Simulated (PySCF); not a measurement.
Species: C7H8O (charge +1 and doublet state).
Structure used (GFN2-xTB), in Å, numbered top down from 1:
```
atom  x, y, z in Å
C1     2.2131    0.7056   -0.1372
C2     0.8378    0.1782   -0.0498
C3    -0.2710    0.9977   -0.0074
C4    -1.5596    0.4494    0.0744
O5    -2.6558    1.1585    0.1175
C6    -1.7260   -0.9799    0.1150
C7    -0.6226   -1.7970    0.0736
C8     0.6490   -1.2375   -0.0084
H9     2.7099    0.3159   -1.0294
H10    2.8093    0.3463    0.7054
H11    2.2383    1.7910   -0.1581
H12   -0.1513    2.0718   -0.0380
H13   -2.5260    2.1224    0.0893
H14   -2.7319   -1.3667    0.1784
H15   -0.7400   -2.8692    0.1041
H16    1.5192   -1.8776   -0.0411
```

The hyperfine couplings belong to this conformer and change with its torsions.

The species is `CC1=CC(O)=C[CH][CH+]1` [radical] (charge +1).

Level of theory: UKS B3LYP, pcH-1 on C H O, non-relativistic, mean-field spin-orbit, GIAO in PySCF. The structure is a single GFN2-xTB conformer in the gas phase; no vibrational or solvent corrections. Couplings are sensitive to structure, and on GFN2-xTB geometries they can be far from those on DFT ones, by a factor of two or more for some ions and for spin on atoms past the first row. Stability of the SCF solution: not tested.

Problem. Match the computed a_iso(1H) values -29.9, -21.6, +16.3, -14.5, +5.9, -2.8 MHz (means over equivalent nuclei) with the sites H9/H10/H11; H12; H13; H14; H15; H16.

Solution. 
```csv
site,a_iso (MHz),ρ(0) (bohr⁻³),position,distance from C8 (Å),bound to,spin population there,largest |T| (MHz)
H9/H10/H11,+16.3,+0.0036,3 bonds from C8,2.99,C1,0.00,3.0
H12,-2.8,-0.0006,3 bonds from C8,3.40,C3,+0.01,4.7
H13,-14.5,-0.0032,"3 bonds from C6, on O5 of spin population +0.17",4.62,O5,+0.17,20.0
H14,-21.6,-0.0048,1 bond from C6,3.39,C6,+0.31,14.6
H15,+5.9,+0.0013,"2 bonds from C6, on C7 of spin population -0.15",2.15,C7,-0.15,3.5
H16,-29.9,-0.0067,1 bond from C8,1.08,C8,+0.46,19.6
```

ρ(0) is the spin density at the nucleus and T the dipolar tensor; entries for several nuclei are means. The largest Mulliken spin populations are on C8 (+0.46), C6 (+0.31), C4 (+0.19) and O5 (+0.17). Four atoms exceed +0.15. Main spin sites, with 60 % or more of the largest population: C6, C8; positions count bonds from the nearest.

The spin density at the nucleus, in bohr⁻³, is negative for C7 (-0.0237), H16 (-0.0067) and C2 (-0.0064), for instance. A restricted open-shell determinant has no negative spin density anywhere; here it arises because α and β orbitals differ (spin polarisation).

Means are taken over nuclei equivalent by connectivity, which assumes that they swap fast. The three 1H nuclei of mean +16.3 MHz run from -1.6 to 25.4 MHz in the frozen geometry.

The SMILES `CC1=CC(O)=C[CH][CH+]1` draws the unpaired electron on C7, whose computed spin population is only -0.15.
